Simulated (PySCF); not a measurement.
Output of ΔSCF core-hole calculations on `CC#[N+][GaH2-][CH2]F`.

Theory: PySCF, delta-SCF UKS SCAN, pcX-2 on the ionised atom, pcseg-1 elsewhere, spin-free X2C. Atoms in this output count from 0. The cycles run on a coarse integration grid; for E(ground) and E(ion) the exchange–correlation energy is redone on a finer one, so they differ from the last cycle, and only they enter the binding energy.

Coordinates (Å, PBE0-D3(BJ)/def2-SVP):
```
C      2.390525     0.017276    -0.594163
C      1.335371    -0.477898     0.258240
N      0.456592    -0.843018     0.911636
Ga    -1.601068    -0.372850     1.290086
C     -1.743607     0.418834    -0.565019
F     -0.605508     1.172931    -0.885794
H      1.923733     0.697333    -1.322619
H      2.881239    -0.812215    -1.122002
H      3.133991     0.567799    -0.001118
H     -2.305740    -1.760380     1.533550
H     -1.387426     0.640882     2.478673
H     -1.855095    -0.356519    -1.343449
H     -2.617119     1.090089    -0.646910
```

```
ground state, core basis on atom 0 (C), 163 functions
  cycle   1  E = -2212.74052653  |g| = 5.36e-01
  cycle   2  E = -2212.58377696  |g| = 1.02e+00
  cycle   3  E = -2212.78284922  |g| = 2.95e-01
  cycle   4  E = -2212.80195451  |g| = 7.89e-02
  cycle   5  E = -2212.80314482  |g| = 2.44e-02
  cycle   6  E = -2212.80325637  |g| = 6.74e-03
  cycle   7  E = -2212.80326325  |g| = 2.05e-03
  cycle   8  E = -2212.80326662  |g| = 8.46e-04
  cycle   9  E = -2212.80326408  |g| = 1.34e-04
  E(ground) = -2213.06515377 Eh
hole in C 1s of atom 0
  cycle   1  E = -2201.48254874  |g| = 1.50e+00
  cycle   2  E = -2195.45378495  |g| = 3.07e+00
  cycle   3  E = -2201.49285848  |g| = 9.25e-01
  cycle   4  E = -2201.73559930  |g| = 8.02e-01
  ...
  cycle  12  E = -2202.03331812  |g| = 1.04e-03
  cycle  13  E = -2202.03332203  |g| = 5.10e-04
  cycle  14  E = -2202.03332174  |g| = 2.43e-04
  E(ion) = -2202.29408046 Eh   <S^2> = 0.7693   hole on atom = 1.000
```

What is the C 1s binding energy of atom 0?

(-2202.294080 − (-2213.065154)) Eh × 27.2114 eV/Eh = 293.10 eV, for the methyl carbon.

```
ground state, core basis on atom 1 (C), 163 functions
  cycle   1  E = -2212.80755795  |g| = 6.00e-02
  cycle   2  E = -2212.80723830  |g| = 4.46e-02
  cycle   3  E = -2212.80691779  |g| = 5.83e-02
  cycle   4  E = -2212.80765390  |g| = 1.08e-02
  cycle   5  E = -2212.80768360  |g| = 5.40e-04
  cycle   6  E = -2212.80768314  |g| = 2.87e-04
  E(ground) = -2213.07136288 Eh
hole in C 1s of atom 1
  cycle   1  E = -2201.46973146  |g| = 1.50e+00
  cycle   2  E = -2197.26067241  |g| = 2.64e+00
  cycle   3  E = -2201.44427053  |g| = 9.74e-01
  cycle   4  E = -2201.68886482  |g| = 8.75e-01
  ...
  cycle  12  E = -2202.03936497  |g| = 1.87e-03
  cycle  13  E = -2202.03937046  |g| = 5.37e-04
  cycle  14  E = -2202.03937107  |g| = 4.01e-04
  E(ion) = -2202.30126068 Eh   <S^2> = 0.9144   hole on atom = 1.000
```

What is the C 1s binding energy of atom 1?

(-2202.301261 − (-2213.071363)) Eh × 27.2114 eV/Eh = 293.07 eV, for the triply bonded carbon.

```
ground state, core basis on atom 4 (C), 163 functions
  cycle   1  E = -2212.80669922  |g| = 5.71e-02
  cycle   2  E = -2212.80667648  |g| = 1.98e-02
  cycle   3  E = -2212.80657089  |g| = 3.00e-02
  cycle   4  E = -2212.80673609  |g| = 9.55e-03
  cycle   5  E = -2212.80675856  |g| = 1.37e-03
  cycle   6  E = -2212.80675904  |g| = 3.40e-04
  E(ground) = -2213.06795828 Eh
hole in C 1s of atom 4
  cycle   1  E = -2201.52471794  |g| = 1.50e+00
  cycle   2  E = -2198.77881298  |g| = 2.43e+00
  cycle   3  E = -2201.73625495  |g| = 8.93e-01
  cycle   4  E = -2202.00207645  |g| = 4.98e-01
  ...
  cycle   9  E = -2202.09562232  |g| = 2.13e-03
  cycle  10  E = -2202.09562839  |g| = 1.06e-03
  cycle  11  E = -2202.09563093  |g| = 4.11e-04
  E(ion) = -2202.35748423 Eh   <S^2> = 0.7730   hole on atom = 1.000
```

What is the C 1s binding energy of atom 4?

(-2202.357484 − (-2213.067958)) Eh × 27.2114 eV/Eh = 291.45 eV, for the sp3 C–F carbon.

The ground state is recomputed for each atom, because the flexible core basis sits on the ionised atom alone; energies of different blocks can't be mixed. The unrestricted hole states depart most from a pure doublet (⟨S²⟩ = 0.75; over 0.85 named) for atom 1 (0.91), which makes this value less certain. Geometry: PBE0-D3(BJ)/def2-SVP, one conformer, isolated molecule.

Conformer computed: `[CH3:1][C:2]#[N+:3][GaH2-:4][CH2:5][F:6]`: C2–N3–Ga4–C5 26°, N3–Ga4–C5–F6 -41°.
Labels such as C1 count atoms from 1, the log's own numbers from 0.
